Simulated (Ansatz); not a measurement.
Reactions of `C[O][AlH][SiH2]S`.

Gas-phase electronic energies from Ansatz, PBE0-D4/def2-TZVP geometries. CCSD(T)/CBS adds triple-zeta CCSD(T) − MP2 to the extrapolated MP2 energy (def2 sets, frozen cores). This one scheme is used for every species. Functionals use def2-TZVPP. B3LYP here is the variant with VWN-RPA as its local correlation; programs differ in this. For Se outer-core shells are correlated without core-valence functions, which leaves a few kJ/mol of doubt a bond. Scalar relativity is left out up to krypton. Each species was taken in one conformer, which may not be the lowest.

```json
{"reaction": "`C[O][AlH][SiH2]S` + SiH₄ → `C[O][AlH][SiH2][SiH3]` + H₂S", "ωB97M-V (eV)": "0.51", "CCSD/CBS(def2) (eV)": "0.48", "B3LYP-D4 (eV)": "0.47", "PBE-D4 (eV)": "0.37"}
{"reaction": "`C[O][AlH][SiH2]S` + H₂ → `C[O][AlH2]` + `[SiH3]S`", "ωB97M-V (eV)": "-0.17", "CCSD/CBS(def2) (eV)": "-0.16", "B3LYP-D4 (eV)": "-0.10", "PBE-D4 (eV)": "0.07"}
{"reaction": "`C[O][AlH][SiH2]S` + `C[SeH]` → `C[Se][SiH2]S` + `C[O][AlH2]`", "ωB97M-V (eV)": "-0.68", "CCSD/CBS(def2) (eV)": "-0.66", "B3LYP-D4 (eV)": "-0.63", "PBE-D4 (eV)": "-0.54"}
{"reaction": "`C[O][AlH][SiH2]S` + `[SiH3]S` → `[SiH3]S[SiH2]S` + `C[O][AlH2]`", "ωB97M-V (eV)": "-0.67", "CCSD/CBS(def2) (eV)": "-0.61", "B3LYP-D4 (eV)": "-0.61", "PBE-D4 (eV)": "-0.51"}
```

Q: Give the CCSD(T)/CBS values in the same order. (An estimate is asked.)

A: Computed: 0.47, -0.10, -0.66, -0.63 eV.

Largest T1 diagnostic: 0.014, for `C[O][AlH][SiH2][SiH3]`.
